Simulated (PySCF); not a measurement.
Species: `c1c(ccc(p1)CC)C`. The columns A, B, C and D hold Mulliken, IAO, Hirshfeld and ESP-fitted charges (e) of one PBE0/pcSseg-1 density (PySCF), in a shuffled order. Coordinates in Å (GFN2-xTB); the density's dipole moment is (0.51, -1.46, 0.94) D.

```csv
atom,x,y,z,A,B,C,D
C1,-3.045,-0.298,-1.116,-0.411,-0.259,-0.118,-0.213
C2,-2.447,0.612,-0.043,-0.251,-0.162,-0.072,+0.107
C3,-0.946,0.496,-0.031,-0.203,-0.538,-0.045,+0.099
C4,-0.351,-0.530,0.680,-0.141,+0.056,-0.047,-0.331
C5,1.011,-0.764,0.737,-0.151,-0.067,-0.047,-0.095
C6,1.952,0.017,0.074,+0.028,-0.281,+0.011,+0.127
C7,3.407,-0.320,0.231,-0.425,-0.133,-0.115,-0.609
C8,1.573,1.093,-0.705,-0.385,-0.342,-0.115,-0.055
P9,-0.044,1.647,-0.981,+0.337,+0.486,+0.076,-0.222
H10,-4.130,-0.218,-1.120,+0.140,+0.116,+0.041,+0.050
H11,-2.773,-1.335,-0.932,+0.138,+0.112,+0.037,+0.059
H12,-2.670,-0.014,-2.097,+0.143,+0.117,+0.036,+0.075
H13,-2.737,1.644,-0.251,+0.141,+0.124,+0.037,+0.021
H14,-2.848,0.333,0.934,+0.138,+0.124,+0.041,-0.001
H15,-1.002,-1.195,1.237,+0.144,+0.084,+0.048,+0.185
H16,1.365,-1.596,1.330,+0.147,+0.072,+0.050,+0.139
H17,3.730,-0.107,1.250,+0.155,+0.137,+0.047,+0.180
H18,3.577,-1.379,0.041,+0.152,+0.130,+0.047,+0.182
H19,4.023,0.261,-0.452,+0.147,+0.114,+0.047,+0.165
H20,2.351,1.665,-1.198,+0.155,+0.112,+0.040,+0.139
```

Which column most likely holds the ESP-fitted charges?

D. Σ q r misses the density's dipole by 0.03 D (D), 1.47 D (C), 2.23 D (A), 2.68 D (B). Charges fitted to the outside potential are the only set here that is tied to the molecule's multipoles.

And the Hirshfeld charges?

C. The mean sizes are 0.056 e (C), 0.153 e (D), 0.178 e (B), 0.197 e (A), and Hirshfeld charges are commonly the smallest of these schemes.

As computed, A = IAO, B = Mulliken, C = Hirshfeld, D = ESP-fitted. Hydrogens on carbon: IAO +0.14 to +0.16, Mulliken +0.07 to +0.14, Hirshfeld +0.04 to +0.05, ESP-fitted 0.00 to +0.18 e.

The IAO scheme projects the occupied orbitals on a minimal set of polarised atomic orbitals and counts the electrons in each atom's part of it. The ESP scheme is a least-squares fit of atom-centred charges to the potential on four shells outside the van der Waals surface, with the total charge fixed.

Geometry: GFN2-xTB, one conformer, isolated molecule.

The values belong to the conformer `[CH3:1][CH2:2][c:3]1[cH:4][cH:5][c:6]([CH3:7])[cH:8][p:9]1`: C1–C2–C3–C4 -84°.
